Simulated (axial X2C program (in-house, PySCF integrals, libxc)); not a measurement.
CrSi⁺: from Re and ωe to a spectrum

A bond curve at the PBE0 level, non-relativistic, was computed with an in-house all-electron X2C program for linear molecules (integrals from PySCF) (basis Cr dyall-v3z [9s9p6d3f2g], Si dyall-v3z [8s7p2d1f] (cores contracted in-house)) for the state M_S = 5/2, Λ = 0 (beyond evenly filled blocks: σα, π+α, π-α, δ+α, δ-α). Its fit gives Re = 2.5004 Å, ωe = 299.5 cm⁻¹, ωexe = 1.51 cm⁻¹ and αe = 9.596e-04 cm⁻¹; the masses are 51.9405 and 27.9769 u. The Hamiltonian is X2C with the speed of light multiplied by 100, the non-relativistic limit, so these are model numbers and not those of the real molecule.

(1) Find the reduced mass, Be and the force constant.

(2) Estimate De from a Morse curve and compare with the computed well depth of 1.456 eV to Cr+ + Si.

(3) Estimate the centrifugal constant by the Kratzer relation.

(4) Where do the fundamental and the first overtone lie?

(5) A Morse curve ties αe to the other constants (Pekeris). How well does that hold?

Occupations by symmetry block were frozen at the best pattern of an incomplete PBE0 search. De is counted from the lowest determinant-based energies of the atoms at the same level, without counterpoise correction. Other states lie close and PBE0, whose exact exchange favours high spin, may order them wrongly; the determinant shown need not be the ground state. The nearest other spin-free determinant of the search, M_S = 7/2, Λ = 1, lies 0.07 eV up at the distance of the search. The levels of this run spread widely (ωe from 242 to 312 cm⁻¹), so these constants depend on the method.

Answers

(1) From the PBE0 values: μ = 18.1830 u. Be = 16.8576/(μ Re²) = 0.1483 cm⁻¹. k = 5.8918×10⁻⁷ μ ωe² = 0.961 mdyn/Å.

(2) De(Morse) = ωe²/(4ωexe) = 1.841 eV against 1.456 eV computed, a ratio of 1.26. The extrapolation overshoots: the well softens faster than a Morse curve, or the lowest atomic limit lies below the one to which the curve heads.

(3) D = 4Be³/ωe² = 1.45e-07 cm⁻¹.

(4) ν(1←0) = ωe − 2ωexe = 296.5 cm⁻¹; ν(2←0) = 2ωe − 6ωexe = 589.9 cm⁻¹.

(5) αe(Morse) = 6Be²/ωe × (√(ωexe/Be) − 1) = 9.652e-04 cm⁻¹; the PBE0 curve gives 9.596e-04 cm⁻¹, a ratio of 1.01.
